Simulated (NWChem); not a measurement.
Species: SiHCl, singlet; SMILES [SiH]Cl

Program: NWChem. Low-valent species are run as closed-shell singlets; no triplet was tried in these runs. Each level has its own optimisation; frequencies are unscaled.

| level | basis functions | r H–Si (Å) | r Cl–Si (Å) | highest harmonic frequency (cm⁻¹) | lowest (cm⁻¹) | zero-point energy (kcal/mol) | dipole (D) | relative time |
|---|---|---|---|---|---|---|---|---|
| PBE/STO-3G | 19 | 1.513 | 2.140 | 2383 | 569 | 5.6 | 2.44 | 1 |
| PBE/def2-SVP | 41 | 1.556 | 2.108 | 1929 | 514 | 4.6 | 0.83 | 3 |
| PBE/def2-SVPD | 59 | 1.551 | 2.128 | 1946 | 492 | 4.6 | 1.17 | 6 |
| PBE/def2-TZVP | 80 | 1.544 | 2.096 | 1938 | 505 | 4.6 | 0.90 | 20 |
| PBE/def2-TZVPD | 98 | 1.544 | 2.097 | 1937 | 502 | 4.6 | 0.94 | 20 |
| PBE/def2-TZVPP | 98 | 1.544 | 2.096 | 1937 | 505 | 4.6 | 0.90 | 20 |

Relative times are rough (shared machine, one core).
